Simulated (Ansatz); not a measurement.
Consider the isomerisation: `C[SiH2][SiH](N)Cl` → `N[SiH2]C[SiH2]Cl`.

Calculated with Ansatz (gas phase, PBE0-D4/def2-TZVP geometries, no zero-point term in ΔE). CCSD(T)/CBS adds triple-zeta CCSD(T) − MP2 to the extrapolated MP2 energy (def2 sets, frozen cores). Functionals use def2-TZVPP. Each species was taken in one conformer, which may not be the lowest.

```
             level  ΔE (kJ/mol)
            PBE-D4         18.1
           ωB97M-V         -1.9
CCSD(T)/def2-TZVPP          0.1
     MP2/CBS(def2)         -4.9
```

Task: What does CCSD(T)/CBS give? (Best estimate.)

Result: The calculation gave: +0.8 kJ/mol. The listed levels differ from it by 17.3, -2.7, -0.7, -5.7 kJ/mol.

Largest T1 diagnostic among the species: 0.011.

From PBE to PBE0 (25 % exact exchange), in def2-TZVPP and without D4, ΔE moves by −6.1 kJ/mol.

CCSD(T)/CBS has its own doubt, a few kJ/mol and more with outer-core shells, so smaller differences from it don't rank the levels.
